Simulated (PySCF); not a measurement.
## Electric field gradients and quadrupole coupling constants

Species: C7H4F3N.
SMILES with atom numbers: `[F:1][C:2]([F:3])=[C:4]([F:5])[c:6]1[cH:7][cH:8][cH:9][cH:10][n:11]1` (hydrogens: H12 on C7; H13 on C8; H14 on C9; H15 on C10)

Geometry (GFN2-xTB, Å), atoms numbered from 1 in this order:
```
atom  x, y, z in Å
F1     4.0671    0.1916    0.0767
C2     2.7752    0.4878    0.0749
F3     2.6014    1.7898    0.1545
C4     1.7997   -0.4227    0.0012
F5     2.1748   -1.7174   -0.0753
C6     0.3624   -0.1660   -0.0058
C7    -0.5440   -1.2251   -0.0874
C8    -1.8964   -0.9295   -0.0910
C9    -2.2944    0.3958   -0.0130
C10   -1.3097    1.3729    0.0640
N11   -0.0203    1.1064    0.0672
H12   -0.1919   -2.2427   -0.1462
H13   -2.6276   -1.7220   -0.1549
H14   -3.3382    0.6666   -0.0122
H15   -1.5626    2.4224    0.1253
```

Field gradients from the PBE0/pcSseg-1 density (PySCF, non-relativistic), principal values in atomic units, ordered |Vxx| ≤ |Vyy| ≤ |Vzz|:

```csv
atom,Vxx,Vyy,Vzz
N11,0.4080,0.7247,-1.1327
```

**Question.** Find the asymmetry η = (Vxx − Vyy)/Vzz and the couplings χ = eQV/h (234.96 MHz × Q in barn × V in au), with Q(14N) = 0.02044 b.

**Answer.** 
```csv
atom,environment,nucleus,η,χzz (MHz),χxx (MHz),χyy (MHz)
N11,pyridine-type nitrogen,14N,0.28,-5.44,1.96,3.48
```

The tensor is traceless: Vxx + Vyy + Vzz = 0.

**Question.** What is Vzz at N11 in SI units (1 au = 9.71736 × 10²¹ V/m²)?

**Answer.** -1.1327 au = -11.007 × 10²¹ V/m².

**Question.** What couplings would deuterons (Q(2H) = 0.00286 b) have in place of the hydrogens, at this geometry?

**Answer.** 
```json
{"atom": "H12", "bonded to": "C7", "bond length (Å)": "1.078", "Vzz (au)": "0.3256", "η": "0.06", "χzz (kHz)": "219"}
{"atom": "H13", "bonded to": "C8", "bond length (Å)": "1.080", "Vzz (au)": "0.3244", "η": "0.05", "χzz (kHz)": "218"}
{"atom": "H14", "bonded to": "C9", "bond length (Å)": "1.078", "Vzz (au)": "0.3295", "η": "0.06", "χzz (kHz)": "221"}
{"atom": "H15", "bonded to": "C10", "bond length (Å)": "1.081", "Vzz (au)": "0.3198", "η": "0.06", "χzz (kHz)": "215"}
```

Isolated species at its GFN2-xTB geometry (one conformer only). GFN2-xTB bond lengths can be off by several hundredths of an ångström, more for odd bonds, and the gradients follow them. The basis is small and wasn't made for field gradients, so the couplings can be 20 % off.
